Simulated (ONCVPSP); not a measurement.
## u(r) = r·R(r): atom against pseudo-atom (Al)

Columns: radius, all-electron u(r) and pseudo u(r) of the 2s shell (level -107.40 eV) of aluminium in the configuration [He] 2s2 2p6 3s2 3p1; PBEsol, non-relativistic, ONCV scheme, ONCVPSP 4.0.1.

```
r (bohr)  all-electron  pseudo
   0.055       -0.5901  0.2139
   0.110       -0.4169  0.4210
   0.165       -0.0044  0.6151
   0.220        0.4208  0.7898
   0.275        0.7724  0.9400
   0.330        1.0282  1.0615
   0.385        1.1923  1.1514
   0.440        1.2796  1.2085
   0.495        1.3070  1.2334
   0.550        1.2904  1.2285
   0.605        1.2433  1.1979
   0.660        1.1760  1.1464
   0.715        1.0966  1.0793
   0.770        1.0110  1.0022
   0.825        0.9236  0.9198
   0.880        0.8374  0.8361
   0.935        0.7545  0.7542
   0.990        0.6762  0.6762
   1.045        0.6033  0.6033
   1.100        0.5362  0.5362
   1.155        0.4750  0.4750
   1.210        0.4196  0.4196
   1.265        0.3697  0.3697
   1.320        0.3251  0.3251
   1.375        0.2852  0.2852
   1.430        0.2499  0.2499
```

Task: How many radial nodes do the two functions have?

Result: The all-electron 2s function has n − l − 1 = 1; the pseudo-wave has 0, since the states of the same l below it are removed with the core.

Task: At about which radius was the pseudo-wave matched?

Result: 1.05 bohr. The columns agree to 0.0005 from 0.94 bohr on; several derivatives are matched, so the curves merge somewhat inside the radius.

Task: Where does each function peak?

Result: Outermost all-electron maximum near 0.49 bohr, pseudo maximum near 0.49 bohr (to the table’s step).

Task: Is the pseudo-wave norm-conserving?

Result: Yes: the ONCV scheme keeps the norm inside the radius equal to the all-electron one, which fixes the energy derivative of the logarithmic derivative at the level.
